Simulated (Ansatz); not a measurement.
Basis sets compared for [Tb(NH3)6]3+ (TbN6H18³⁺). Charge 3, multiplicity 7. Geometry r2SCAN-D4/def2-SVP. Ansatz on 4 threads of Arm Neoverse V1 on a shared host; times are rough, and most runs start from earlier orbitals.

| atom | x (Å) | y (Å) | z (Å) |
| --- | --- | --- | --- |
| Tb1 | 0.0004 | -0.0003 | -0.0007 |
| N2 | -0.4365 | 0.7310 | -2.3523 |
| H3 | -0.3526 | -0.0069 | -3.0671 |
| H4 | 0.1893 | 1.4684 | -2.7088 |
| H5 | -1.3741 | 1.1190 | -2.5328 |
| N6 | 0.4220 | -0.7238 | 2.3555 |
| H7 | 0.3945 | 0.0281 | 3.0601 |
| H8 | 1.3360 | -1.1676 | 2.5287 |
| H9 | -0.2432 | -1.4155 | 2.7319 |
| N10 | 1.4360 | -1.8657 | -0.8457 |
| H11 | 0.9478 | -2.7589 | -1.0082 |
| H12 | 2.2182 | -2.1402 | -0.2334 |
| H13 | 1.9019 | -1.6910 | -1.7484 |
| N14 | -1.4256 | 1.8620 | 0.8667 |
| H15 | -1.9953 | 1.6346 | 1.6950 |
| H16 | -2.1215 | 2.2358 | 0.2046 |
| H17 | -0.9155 | 2.7071 | 1.1636 |
| N18 | -2.0078 | -1.4856 | -0.1192 |
| H19 | -2.3445 | -1.6956 | -1.0705 |
| H20 | -2.8521 | -1.1232 | 0.3481 |
| H21 | -1.8985 | -2.4218 | 0.2978 |
| N22 | 2.0123 | 1.4815 | 0.0955 |
| H23 | 2.4034 | 1.6344 | 1.0368 |
| H24 | 1.8769 | 2.4410 | -0.2557 |
| H25 | 2.8285 | 1.1531 | -0.4416 |

In the def2 sets Tb takes a core potential; there is no spin–orbit coupling. With an open 4f shell the SCF may have ended on a state above the lowest.

```
           level  functions  energy (Eh)  HOMO (eV)  LUMO (eV)  wall time
 PBE-D4/def2-SVP        251   -1161.5496     -17.85     -16.88       40 s
PBE0-D4/def2-SVP        251   -1161.4527     -21.11     -13.27       77 s
```

(1) Estimate the rows for PBE-D4/def2-TZVP (with forces), PBE0-D4/def2-TZVP.

## Answers

(1) 
```tsv
level	functions	energy (Eh)	HOMO (eV)	LUMO (eV)	wall time
PBE-D4/def2-TZVP (with forces)	386	-1161.9750	-17.92	-16.93	94 s
PBE0-D4/def2-TZVP	386	-1161.8581	-21.08	-13.26	4.7 min
```
